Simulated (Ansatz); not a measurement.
Mulliken charges of BFH2Zn (`[BH2][Zn][F]`) from PBE/def2-TZVPP in Ansatz (PBE0-D4/def2-TZVP geometry).

```csv
atom,x (Å),y (Å),z (Å),charge (e)
B1,-0.658,0.440,-0.439,0.076
Zn2,0.825,-0.570,0.518,0.283
F3,2.108,-1.445,1.346,-0.434
H4,-1.578,-0.131,-0.945,0.038
H5,-0.648,1.633,-0.521,0.038
```

Problem. By hand: the dipole of these point charges (1 e Å = 4.8032 D).

Solution. Σ q r = (-0.816, 0.556, -0.527) e Å, of length 1.119 e Å = 5.37 D.

Problem. How does the dipole of the full density compare? (An estimate is asked.)

Solution. Ansatz gave: (-0.413, 0.282, -0.267) e Å, 2.72 D; the point charges give 1.97 times that, at 0° from its direction.

Point charges leave out the atoms' own dipoles, such as those of lone pairs, and Mulliken's split depends on the basis, so the two needn't agree.
